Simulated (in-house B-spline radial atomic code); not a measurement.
Ionising the sulfur ion S⁺ with different functionals

Computed with an all-electron radial atomic-structure program (B-spline basis): non-relativistic Hamiltonian, point nucleus, spin-polarised at highest spin, spherical fractional occupations for the functionals, and exact exchange of hybrids averaged over the configuration. The ionisation energy is the difference of two self-consistent energies, [Ne] 3s2 3p3 → [Ne] 3s2 3p2, without Breit or QED terms; ε is the level of the shell that loses the electron (its least bound occupied spin orbital).

```tsv
method	rung	ΔSCF (eV)	-ε(3p) (eV)
PBE0	global hybrid	23.44	19.49
B3LYP	global hybrid	23.29	19.01
TPSSh	global hybrid	?	?
M06-2X	global hybrid	22.89	20.61
BHandHLYP	global hybrid	23.19	20.72
r2SCAN0	global hybrid	23.76	19.86
B97-1	global hybrid	23.25	19.04
HSE06	range-separated hybrid	?	?
wB97X	range-separated hybrid	23.25	21.89
CAM-B3LYP	range-separated hybrid	23.27	20.76
LC-wPBE	range-separated hybrid	23.50	22.48
```

(1) What does HSE06 give?

(2) What does TPSSh give?

(3) Among the functionals, which spreads more, the ΔSCF values or the orbital energies?

(4) How do they compare with the NIST value?

Results:

(1) ΔSCF 23.43 eV, and -ε(3p) = 19.07 eV.

(2) ΔSCF 23.57 eV, and -ε(3p) = 18.73 eV.

(3) The orbital energies: ΔSCF values span about 0.87 eV and the orbital energies 3.75 eV; here energy differences depend much less on the functional than eigenvalues do.

(4) NIST lists 23.338 eV (measured, ground level to ground level). Errors run from -0.45 to +0.42 eV; B3LYP is closest (-0.04 eV), but part of that can be cancellation, since the calculations leave out relativity, Breit-QED terms, multiplet and fine-structure energies.
